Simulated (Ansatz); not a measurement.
Geometry optimisation, RKS B3LYP/def2-SVP (Ansatz).

input.yaml

```yaml
crystal:
  periodic: [false, false, false]
  atoms:
    - { symbol: O, position_ang: [2.8194, 0.1132, 0.9936] }
    - { symbol: Al, position_ang: [1.0021, 0.1123, 0.4839] }
    - { symbol: Si, position_ang: [-0.6877, -1.3009, 0.0396] }
    - { symbol: "N", position_ang: [-1.5145, 0.1951, -0.2662] }
    - { symbol: B, position_ang: [-0.6198, 1.3671, -0.0459] }
    - { symbol: Cl, position_ang: [-0.7875, 3.2192, -0.1751] }
    - { symbol: H, position_ang: [3.2953, 0.1344, 0.13] }
    - { symbol: H, position_ang: [-0.4374, -2.0807, -1.1772] }
    - { symbol: H, position_ang: [-1.1618, -1.9971, 1.2763] }
    - { symbol: H, position_ang: [-1.8249, 0.1862, -1.2562] }
basis:
  gaussian: { orbitals: def2-SVP }
hamiltonian:
  xc: b3lyp
relax:
  f_tol: 0.02
  max_steps: 50
```

Command:

```bash
$ ansatz run input.yaml --threads 2 --pin off --max-ram 3072MiB --backend cpu --events-out ev --progress --plain --runs-dir out
```

Question: Where does it end, and by what steps?

Answer: The run converged. After 13 steps the energy has fallen by 2.077 eV; H7 moved furthest, 0.87 Å.

| step | energy less start (eV) | largest force component (eV/Å) | accepted |
| --- | --- | --- | --- |
| 0 | 0.0000 | 4.243 | yes |
| 1 | -1.2168 | 2.057 | yes |
| 2 | -1.6897 | 1.858 | yes |
| 3 | -1.7927 | 2.090 | yes |
| 4 | -1.8979 | 0.514 | yes |
| 5 | -1.9282 | 0.981 | yes |
| 6 | -1.9955 | 1.123 | yes |
| 7 | -2.0190 | 0.529 | yes |
| 8 | -2.0491 | 0.454 | yes |
| 9 | -2.0635 | 0.151 | yes |
| 10 | -2.0707 | 0.357 | yes |
| 11 | -2.0759 | 0.044 | yes |
| 12 | -2.0767 | 0.037 | yes |
| 13 | -2.0768 | 0.013 | yes |

```xyz
10
Properties=species:S:1:pos:R:3
O 2.910 0.446 0.683
Al 1.263 0.295 0.291
Si -0.526 -1.357 -0.063
N -1.314 0.259 -0.335
B -0.486 1.391 -0.185
Cl -1.091 3.048 -0.412
H 3.576 -0.221 0.871
H -0.692 -2.200 -1.292
H -1.256 -2.085 1.026
H -2.301 0.372 -0.580
```

The run took 35 s on 2 threads of Intel(R) Xeon(R) 6975P-C (Granite Rapids), with other jobs on the host, peak memory 0.28 GiB.
